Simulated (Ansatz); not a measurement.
C$_{2}$H$_{10}$AlNSi, relaxed with RKS PBE0-D4/def2-TZVP in Ansatz 0.2.0 from a PBE-D4/def2-SVP geometry. The force threshold is 0.005 eV/Å; the program also tests the step.

Total charge 0; spin multiplicity 1. The bonds changed during the relaxation, so this is another structure than the one it started from.

Start:

```xyz
15

C     2.141    0.420    0.577
Al    0.284    0.295   -0.081
Si   -1.626    1.568    0.796
C    -0.147   -0.917   -1.586
N    -0.367   -1.642   -0.262
H     2.783   -0.394    0.178
H     2.191    0.380    1.685
H     2.610    1.380    0.270
H    -2.925    0.836    0.507
H    -1.604    1.785    2.294
H    -1.786    2.944    0.184
H     0.661   -1.405   -2.163
H    -1.073   -0.879   -2.188
H    -1.347   -1.888   -0.081
H     0.207   -2.484   -0.131
```

Question: By how much does the energy fall, and how many steps does the optimiser take? (An estimate is asked.)

Answer: Ansatz gave: 1.39 kcal/mol, in 10 steps, 1 of them rejected.

Question: Which bonds change most? (An estimate is asked.)

Answer: Ansatz gave: Al2–N5 from 2.051 to 2.006 Å; Al2–C4 from 1.980 to 1.956 Å; Si3–H9 from 1.518 to 1.498 Å; Si3–H10 from 1.514 to 1.495 Å.

Question: Give the relaxed structure. (Best estimate.)

Answer: The calculation gave: 
```xyz
15

C     2.112    0.407    0.577
Al    0.266    0.262   -0.064
Si   -1.624    1.568    0.795
C    -0.146   -0.905   -1.579
N    -0.343   -1.640   -0.260
H     2.745   -0.396    0.187
H     2.170    0.378    1.669
H     2.564    1.353    0.261
H    -2.923    0.879    0.505
H    -1.603    1.790    2.273
H    -1.741    2.924    0.180
H     0.635   -1.385   -2.164
H    -1.073   -0.873   -2.145
H    -1.299   -1.920   -0.091
H     0.261   -2.442   -0.144
```
